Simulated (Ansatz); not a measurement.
Ansatz results at the PBE0-D4/def2-TZVP geometry: size of the dipole moment (ωB97M-V/def2-TZVPP) 3.84 D; size of the dipole moment (PBE/def2-TZVPP) 3.67 D; zero-point energy (PBE0-D4/def2-TZVP) 58.0 kJ/mol.

Problem. Which molecule gave them?
A. `F[C](F)F`•
B. `N#[C][GeH2]`•
C. `CC(C)[S]`•
D. `[SiH2]N[SiH2]Cl`•

Solution. B. The others give `F[C](F)F`•: 0.22, 0.11, 32.4; `[SiH2]N[SiH2]Cl`•: 1.61, 1.61, 134.3; `CC(C)[S]`•: 1.77, 1.85, 245.1.
